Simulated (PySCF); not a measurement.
PySCF 2.14 output of an unrestricted PW91 calculation on a single atom or ion in x2c-TZVPPall with one added diffuse shell each of s, p, d, f type (7s6p5d3f1g, 80 functions), with scalar relativity by spin-free X2C-1e:

```
SCF conv_tol = 1e-09
number electrons alpha = 15  beta = 10
    J. P. Perdew. In P. Ziesche and H. Eschrig, editors, Proceedings of the 75. WE-Heraeus-Seminar and 21st Annual International Symposium on Electronic Structure of Solids, 11. Berlin, 1991. Akademie Verlag.
    J. P. Perdew, J. A. Chevary, S. H. Vosko, K. A. Jackson, M. R. Pederson, D. J. Singh, and C. Fiolhais.,  Phys. Rev. B 46, 6671 (1992)
    J. P. Perdew, J. A. Chevary, S. H. Vosko, K. A. Jackson, M. R. Pederson, D. J. Singh, and C. Fiolhais.,  Phys. Rev. B 48, 4978 (1993)
    J. P. Perdew. In P. Ziesche and H. Eschrig, editors, Proceedings of the 75. WE-Heraeus-Seminar and 21st Annual International Symposium on Electronic Structure of Solids, 11. Berlin, 1991. Akademie Verlag.
    J. P. Perdew, J. A. Chevary, S. H. Vosko, K. A. Jackson, M. R. Pederson, D. J. Singh, and C. Fiolhais.,  Phys. Rev. B 46, 6671 (1992)
    J. P. Perdew, J. A. Chevary, S. H. Vosko, K. A. Jackson, M. R. Pederson, D. J. Singh, and C. Fiolhais.,  Phys. Rev. B 48, 4978 (1993)
cycle= 1 E= -1158.61158058151  delta_E= -0.016  |g|= 0.106  |ddm|= 0.38
cycle= 2 E= -1158.60750843706  delta_E= 0.00407  |g|= 0.171  |ddm|= 0.185
cycle= 3 E= -1158.6141492554  delta_E= -0.00664  |g|= 0.000274  |ddm|= 0.102
cycle= 4 E= -1158.61414932653  delta_E= -7.11e-08  |g|= 0.000274  |ddm|= 0.00214
cycle= 5 E= -1158.61414935031  delta_E= -2.38e-08  |g|= 1.85e-05  |ddm|= 0.000552
cycle= 6 E= -1158.61414935047  delta_E= -1.6e-10  |g|= 3.5e-07  |ddm|= 3.82e-05
converged SCF energy = -1158.61414935047  <S^2> = 8.7614537  2S+1 = 6.0038167
```

The run itself started from symmetry-adapted Hartree-Fock orbitals and held the occupation by maximum overlap, on a logarithmic radial grid, so the iterations belong to that start.

Problem. Which element, charge and spin multiplicity is this?

Solution. Mn (manganese, neutral), multiplicity 6; the state was [Ar] 3d5 4s2, high-spin 6S determinant.
